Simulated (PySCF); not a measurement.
# Field gradients at the hydrogen positions

Species: C4H11PSi.
Numbering: `[CH2:1]=[CH:2][P:3]([CH3:4])[CH2:5][SiH3:6]` (hydrogens: H7, H8 on C1; H9 on C2; H10, H11, H12 on C4; H13, H14 on C5; H15, H16, H17 on Si6)

Geometry (GFN2-xTB, Å), atoms numbered from 1 in this order:
```xyz
17
C4H11PSi angstrom
C     -1.8627    1.4114    0.8312
C     -1.5065    0.6828   -0.2150
P     -0.9694   -1.0520   -0.1858
C     -0.1089   -1.1162    1.4522
C      0.4873   -0.8994   -1.3290
Si     1.8464    0.3814   -0.9448
H     -2.2376    2.4173    0.7225
H     -1.7933    1.0410    1.8404
H     -1.6234    1.0782   -1.2186
H      0.4546   -0.2044    1.6403
H      0.5610   -1.9744    1.4542
H     -0.8499   -1.2611    2.2366
H      0.9254   -1.8993   -1.3916
H      0.0585   -0.6971   -2.3145
H      2.7214   -0.1205    0.1179
H      2.6314    0.5657   -2.1675
H      1.2585    1.6586   -0.5381
```

Level: PBE0/pcSseg-1 (PySCF, non-relativistic); Q(2H) = 0.00286 b; rigid geometry, the same for H and D, with no vibrational averaging.

Question: Rank these positions by the coupling χzz of a deuteron there, largest first.
A. H8 (vinylic hydrogen)
B. H9 (vinylic hydrogen)
C. H10 (methyl hydrogen)
D. H16 (Si–H hydrogen)

Answer: A (226 kHz), B (216 kHz), C (211 kHz), D (109 kHz).

What are Vzz, η and χzz (234.96 MHz × Q × Vzz) at all hydrogens?

```json
{"atom": "H7", "bonded to": "C1", "bond length (Å)": "1.079", "Vzz (au)": "0.3340", "η": "0.05", "χzz (kHz)": "224"}
{"atom": "H8", "bonded to": "C1", "bond length (Å)": "1.077", "Vzz (au)": "0.3359", "η": "0.06", "χzz (kHz)": "226"}
{"atom": "H9", "bonded to": "C2", "bond length (Å)": "1.085", "Vzz (au)": "0.3220", "η": "0.06", "χzz (kHz)": "216"}
{"atom": "H10", "bonded to": "C4", "bond length (Å)": "1.088", "Vzz (au)": "0.3141", "η": "0.02", "χzz (kHz)": "211"}
{"atom": "H11", "bonded to": "C4", "bond length (Å)": "1.089", "Vzz (au)": "0.3161", "η": "0.01", "χzz (kHz)": "212"}
{"atom": "H12", "bonded to": "C4", "bond length (Å)": "1.089", "Vzz (au)": "0.3161", "η": "0.01", "χzz (kHz)": "212"}
{"atom": "H13", "bonded to": "C5", "bond length (Å)": "1.093", "Vzz (au)": "0.3106", "η": "0.02", "χzz (kHz)": "209"}
{"atom": "H14", "bonded to": "C5", "bond length (Å)": "1.094", "Vzz (au)": "0.3100", "η": "0.03", "χzz (kHz)": "208"}
{"atom": "H15", "bonded to": "Si6", "bond length (Å)": "1.465", "Vzz (au)": "0.1623", "η": "0.01", "χzz (kHz)": "109"}
{"atom": "H16", "bonded to": "Si6", "bond length (Å)": "1.465", "Vzz (au)": "0.1627", "η": "0.01", "χzz (kHz)": "109"}
{"atom": "H17", "bonded to": "Si6", "bond length (Å)": "1.464", "Vzz (au)": "0.1625", "η": "0.01", "χzz (kHz)": "109"}
```

Average by the element that carries the hydrogen.

on C: 215 kHz over 8 positions, mean bond length 1.087 Å; on Si: 109 kHz over 3 positions, mean bond length 1.465 Å.

How does χzz go with the bond length over the 8 C–H bonds?

A straight-line fit has a slope of -11.0 kHz for each 0.01 Å, with a correlation coefficient of -0.99, over lengths from 1.077 to 1.094 Å. The longer bonds have the smaller couplings here.

Give the 2H NMR doublet splittings at H8 for a magnetic field along the z, y and x axes of the gradient: 3χ/2, 3χ(1 + η)/4, 3χ(1 − η)/4.

With |χ| = 225.7 kHz and η = 0.059: 339, 179 and 159 kHz, to first order and without motion.

The structure is a single GFN2-xTB conformer in the gas phase; no vibrational or solvent corrections. GFN2-xTB bond lengths can be off by several hundredths of an ångström, more for odd bonds, and the gradients follow them. The small basis limits the accuracy of the gradients.

The run behind these numbers computed NMR shieldings as well. The run took 21 s on Arm Neoverse V1, one thread, no GPU, on a shared host, and the process peaked at 0.78 GiB of memory.
